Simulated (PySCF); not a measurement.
Vertical excitations of a molecule C₃H₁₀OSi₂ from TDA-ωB97X/def2-SVPD run with PySCF, as energy in eV (oscillator strength): 7.19 (0.008), 7.67 (0.028), 7.72 (0.038), 7.96 (0.016), 8.14 (0.084), 8.22 (0.012). Lowest triplet (TDA): 6.92 eV. Coordinates come from a PBE-D3(BJ)/def2-SVP optimisation. One conformer was computed; it need not be the lowest.

### Question
Identify the compound among the candidates.
A) C1C[SiH2]C[SiH2]O1
B) [SiH3][C@H]1C[C@H]([SiH3])O1
C) C[Si@@H]1C[SiH2]CO1
D) C[C@@H]1[SiH2][SiH2][C@@H]1O

### Answer
C, C[Si@@H]1C[SiH2]CO1
